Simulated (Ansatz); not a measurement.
Steps of a relaxation of `C[O][Sc]([Cl])[O]C` with RKS PBE-D4/def2-SVP.

```sh
$ ansatz run in.yaml --threads 4 --pin off --events-out ev --progress --plain --max-ram 11315MiB
```

```yaml
crystal:
  periodic: [false, false, false]
  atoms:
    - {symbol: C, position_ang: [-1.659300, 0.959200, -0.134400]}
    - {symbol: O, position_ang: [-0.958400, 1.189200, 1.010700]}
    - {symbol: Sc, position_ang: [1.810400, 0.344000, 2.021000]}
    - {symbol: Cl, position_ang: [-0.421500, -1.573900, 2.382200]}
    - {symbol: O, position_ang: [1.588500, -0.298300, 0.418100]}
    - {symbol: C, position_ang: [1.380600, -0.783100, -0.847200]}
    - {symbol: H, position_ang: [-2.657700, 1.521200, -0.035800]}
    - {symbol: H, position_ang: [-1.838000, -0.063600, -0.311800]}
    - {symbol: H, position_ang: [-1.156400, 1.440800, -0.972900]}
    - {symbol: H, position_ang: [1.215100, 0.040600, -1.529400]}
    - {symbol: H, position_ang: [2.262800, -1.376900, -1.141100]}
    - {symbol: H, position_ang: [0.511000, -1.454400, -0.825300]}
basis:
  gaussian: {orbitals: def2-SVP}
hamiltonian: {xc: pbe, dispersion: d4}
relax: {f_tol: 0.03, max_steps: 200}
```

Positions (Å) and forces (eV/Å) along the path, 11 of 22 steps:

```xyz
12
step=1 energy=-39457.8830 eV
C    -1.659    0.959   -0.134    0.226    2.513    1.926
O    -0.958    1.189    1.011    1.066    0.432    1.087
Sc    1.810    0.344    2.021   -4.107   -1.205   -0.043
Cl   -0.421   -1.574    2.382    1.679    0.920    0.298
O     1.589   -0.298    0.418    1.610    0.534    0.091
C     1.381   -0.783   -0.847   -0.050   -0.900    0.148
H    -2.658    1.521   -0.036    0.293   -0.461   -0.319
H    -1.838   -0.064   -0.312   -0.533   -2.360   -0.688
H    -1.156    1.441   -0.973    0.234    0.228   -1.318
H     1.215    0.041   -1.529   -0.179    0.597   -0.755
H     2.263   -1.377   -1.141    0.191   -0.097   -0.349
H     0.511   -1.454   -0.825   -0.428   -0.201   -0.078
12
step=6 energy=-39463.5964 eV
C    -1.536    1.006   -0.015   -0.391   -0.218   -0.691
O    -0.697    1.179    1.102    0.443   -0.171   -0.291
Sc    0.881    0.356    1.880   -1.651    0.828   -1.201
Cl   -0.205   -1.511    2.491   -0.198   -0.863    0.643
O     1.681   -0.265    0.359    0.528    0.261    0.425
C     1.421   -0.811   -0.889   -0.230    0.217    0.058
H    -2.561    1.495    0.042    0.596   -0.013    0.583
H    -1.801   -0.077   -0.271    0.461    0.513    0.512
H    -1.132    1.426   -0.993    0.195   -0.135    0.622
H     1.221    0.019   -1.608    0.067   -0.241   -0.249
H     2.292   -1.411   -1.218    0.043   -0.125   -0.290
H     0.513   -1.460   -0.845    0.136   -0.052   -0.120
12
step=9 energy=-39464.1328 eV
C    -1.712    1.139   -0.029   -0.002    0.087    0.120
O    -0.776    1.210    1.014    0.046   -0.306   -0.084
Sc    0.620    0.191    1.728   -0.178    0.093   -0.047
Cl   -0.141   -1.636    2.965    0.084    0.133   -0.020
O     1.721   -0.296    0.311   -0.200   -0.147   -0.113
C     1.606   -0.874   -0.962    0.155   -0.041    0.020
H    -2.635    1.717    0.217    0.043   -0.028    0.015
H    -2.026    0.084   -0.229   -0.005    0.086    0.017
H    -1.306    1.553   -0.982    0.021    0.014    0.017
H     1.419   -0.109   -1.752    0.009    0.006    0.037
H     2.540   -1.419   -1.243   -0.068    0.042    0.044
H     0.768   -1.615   -1.004    0.095    0.062   -0.005
12
step=10 energy=-39464.1947 eV
C    -1.793    1.189   -0.023    0.055    0.052    0.203
O    -0.831    1.149    1.003   -0.165   -0.231   -0.278
Sc    0.572    0.136    1.692   -0.046    0.031    0.067
Cl   -0.058   -1.590    3.135    0.063    0.130   -0.046
O     1.690   -0.373    0.297   -0.193   -0.191   -0.268
C     1.682   -0.920   -0.998    0.109    0.021    0.173
H    -2.680    1.798    0.279    0.086   -0.051   -0.002
H    -2.166    0.164   -0.276    0.031    0.141    0.037
H    -1.383    1.639   -0.959    0.004   -0.006    0.053
H     1.529   -0.135   -1.777    0.018   -0.014    0.031
H     2.648   -1.434   -1.224   -0.073    0.046    0.034
H     0.867   -1.677   -1.117    0.111    0.072   -0.003
12
step=11 energy=-39464.2526 eV
C    -1.859    1.228   -0.018    0.119   -0.025    0.242
O    -0.888    1.070    0.989   -0.264   -0.112   -0.332
Sc    0.529    0.080    1.666   -0.033   -0.004    0.132
Cl    0.024   -1.519    3.299    0.055    0.122   -0.068
O     1.637   -0.455    0.280   -0.091   -0.222   -0.426
C     1.742   -0.957   -1.032    0.036    0.039    0.286
H    -2.708    1.863    0.335    0.083   -0.064   -0.009
H    -2.285    0.239   -0.328    0.033    0.170    0.043
H    -1.433    1.712   -0.930   -0.005   -0.014    0.052
H     1.625   -0.149   -1.793    0.009   -0.016    0.039
H     2.736   -1.437   -1.201   -0.075    0.034    0.035
H     0.957   -1.729   -1.233    0.135    0.092    0.006
12
step=14 energy=-39464.3984 eV
C    -2.114    1.379    0.056    0.013   -0.014    0.031
O    -1.110    0.833    0.853   -0.058    0.003   -0.031
Sc    0.334   -0.147    1.470   -0.010    0.002   -0.038
Cl    0.283   -1.197    3.552    0.010    0.012    0.008
O     1.467   -0.728    0.127    0.012   -0.040   -0.050
C     1.997   -1.114   -1.103   -0.006   -0.004    0.038
H    -2.776    2.059    0.641    0.012    0.001    0.006
H    -2.761    0.583   -0.382   -0.002    0.019    0.012
H    -1.692    1.967   -0.793   -0.008    0.011    0.009
H     1.992   -0.273   -1.835    0.017   -0.004    0.002
H     3.049   -1.469   -1.001   -0.001    0.010    0.009
H     1.409   -1.948   -1.553    0.022    0.004    0.004
12
step=16 energy=-39464.4100 eV rejected
C    -2.233    1.452    0.115   -0.495    0.306   -0.147
O    -1.226    0.764    0.753    0.454   -0.371    0.213
Sc    0.199   -0.288    1.294    0.064   -0.072    0.407
Cl    0.388   -1.012    3.535   -0.029    0.112   -0.354
O     1.415   -0.838    0.008   -0.419    0.157    0.483
C     2.127   -1.192   -1.113    0.403   -0.242   -0.420
H    -2.788    2.116    0.827    0.048   -0.057   -0.120
H    -2.982    0.755   -0.336    0.034    0.082    0.019
H    -1.839    2.094   -0.709   -0.043    0.012    0.004
H     2.188   -0.353   -1.848    0.030   -0.033   -0.016
H     3.174   -1.494   -0.854   -0.111    0.040   -0.078
H     1.655   -2.060   -1.638    0.065    0.067    0.008
12
step=17 energy=-39464.4254 eV
C    -2.222    1.444    0.104    0.010   -0.018    0.041
O    -1.207    0.763    0.775   -0.080    0.050   -0.067
Sc    0.233   -0.252    1.340    0.007   -0.048    0.116
Cl    0.371   -1.047    3.536   -0.002    0.039   -0.087
O     1.413   -0.827    0.037    0.047   -0.027   -0.104
C     2.111   -1.185   -1.116   -0.003   -0.009    0.044
H    -2.787    2.116    0.793    0.021   -0.042   -0.020
H    -2.956    0.733   -0.347    0.017    0.042    0.030
H    -1.819    2.074   -0.724   -0.003   -0.009    0.010
H     2.158   -0.344   -1.848   -0.004   -0.008    0.010
H     3.160   -1.485   -0.883   -0.051    0.000    0.001
H     1.623   -2.046   -1.633    0.040    0.029    0.025
12
step=18 energy=-39464.4323 eV
C    -2.261    1.468    0.127    0.014    0.004   -0.005
O    -1.233    0.753    0.733    0.009   -0.018    0.010
Sc    0.206   -0.273    1.289   -0.011    0.000   -0.034
Cl    0.378   -1.013    3.492    0.003    0.007   -0.003
O     1.399   -0.844   -0.008   -0.012   -0.004    0.013
C     2.155   -1.211   -1.117   -0.005    0.014    0.001
H    -2.781    2.134    0.855    0.002   -0.002    0.008
H    -3.030    0.785   -0.305   -0.004    0.006    0.005
H    -1.882    2.108   -0.704   -0.012    0.003    0.001
H     2.218   -0.384   -1.863    0.007   -0.008   -0.005
H     3.197   -1.485   -0.830    0.000   -0.001    0.008
H     1.712   -2.092   -1.636    0.009   -0.001    0.002
12
step=19 energy=-39464.4350 eV
C    -2.317    1.505    0.160   -0.014   -0.032    0.074
O    -1.276    0.732    0.677   -0.113    0.088   -0.071
Sc    0.158   -0.314    1.208   -0.003   -0.007    0.012
Cl    0.394   -0.960    3.436   -0.003    0.013   -0.039
O     1.377   -0.877   -0.069    0.091   -0.036   -0.129
C     2.220   -1.248   -1.118    0.007   -0.042    0.067
H    -2.767    2.165    0.944    0.058   -0.082   -0.081
H    -3.138    0.863   -0.245    0.067    0.031    0.053
H    -1.974    2.160   -0.676    0.025   -0.020    0.034
H     2.307   -0.443   -1.886   -0.013    0.003    0.043
H     3.252   -1.479   -0.753   -0.122    0.026   -0.028
H     1.842   -2.159   -1.643    0.021    0.059    0.066
12
step=22 energy=-39464.4373 eV
C    -2.324    1.512    0.167   -0.003    0.002   -0.001
O    -1.293    0.717    0.657   -0.003   -0.001    0.000
Sc    0.134   -0.341    1.182    0.004   -0.003    0.006
Cl    0.396   -0.948    3.414   -0.001    0.001   -0.005
O     1.362   -0.894   -0.091   -0.001   -0.003    0.000
C     2.231   -1.252   -1.116    0.002   -0.001   -0.003
H    -2.735    2.180    0.960    0.000   -0.002   -0.002
H    -3.169    0.891   -0.212    0.006    0.003    0.004
H    -1.983    2.158   -0.675   -0.001   -0.001   -0.001
H     2.309   -0.452   -1.889   -0.001   -0.001   -0.002
H     3.259   -1.448   -0.730   -0.003    0.000   -0.001
H     1.890   -2.179   -1.632    0.002    0.005    0.005
```

It took 50 s on 4 threads of an Arm Neoverse V2 on a shared host, with 0.23 GiB of host memory at the peak.
